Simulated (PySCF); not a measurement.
**Electron correlation in Ru²⁺ (ruthenium, charge +2)**

[Kr] 4d5 5p1, high-spin 7P determinant (an excited configuration). Computed with PySCF 2.14 in aug-cc-pwCVDZ-PP with ECP28MDF, with scalar relativity through the core potential. Frozen: 4s2 4p6; 6 electrons correlated.

```tsv
level	correlation energy (mhartree)
CCSD	-82.60
(T)	-0.62
CCSD(T)	-83.22
```

Diagnostics: T1 = 0.0054, D1 = 0.0185, largest double amplitude 0.024.

Cost of the coupled-cluster step: roughly 5 core-seconds, for 6 correlated electrons.

Iterations:

```
CC2 = 0
CCSD nocc = (np.int64(6), np.int64(0)), nmo = (66, 66)
frozen orbitals [[0, 1, 2, 3], [0, 1, 2, 3]]
max_cycle = 100
direct = 0
conv_tol = 1e-08
conv_tol_normt = 1e-06
diis_space = 8
diis_start_cycle = 0
Init t2, MP2 energy = -0.0746440422775433
Init E_corr(UCCSD) = -0.0746440422913962
cycle = 1  E_corr(UCCSD) = -0.0815620549623928  dE = -0.00691801267  norm(t1,t2) = 0.0199716
cycle = 2  E_corr(UCCSD) = -0.0823761831234625  dE = -0.000814128161  norm(t1,t2) = 0.00632744
cycle = 3  E_corr(UCCSD) = -0.0826223255703155  dE = -0.000246142447  norm(t1,t2) = 0.00287501
cycle = 4  E_corr(UCCSD) = -0.0825861619892213  dE = 3.61635811e-05  norm(t1,t2) = 0.000800929
cycle = 5  E_corr(UCCSD) = -0.0826009183957806  dE = -1.47564066e-05  norm(t1,t2) = 0.000252987
cycle = 6  E_corr(UCCSD) = -0.0826006538007841  dE = 2.64594997e-07  norm(t1,t2) = 1.53021e-05
cycle = 7  E_corr(UCCSD) = -0.0826007037661673  dE = -4.99653832e-08  norm(t1,t2) = 2.66587e-06
cycle = 8  E_corr(UCCSD) = -0.0826006888344759  dE = 1.49316913e-08  norm(t1,t2) = 9.79117e-07
cycle = 9  E_corr(UCCSD) = -0.0826006943488072  dE = -5.51433128e-09  norm(t1,t2) = 2.04735e-07
UCCSD converged
E(UCCSD) = -92.81127699972282  E_corr = -0.08260069434880722
UCCSD(T) correction = -0.000622297536596028
```
